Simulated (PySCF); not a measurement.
Harmonic spectrum computed at PBE0 in the def2-TZVP basis family (core potentials from Rb on, PySCF, no spin–orbit coupling):

| ω (cm⁻¹) | IR (km/mol) |
| --- | --- |
| 354 | 4.1 |
| 835 | 153 |
| 862 | 80.4 |

Task: Which molecule gave it? In each, all ligands are bound to the one heavy central atom.
A. SeF₂ (singlet)
B. SF₂ (singlet)
C. CdF₂ (singlet)
D. BrF₂ (doublet)

Result: B. It has C2v symmetry with S–F 1.590 Å (×2).
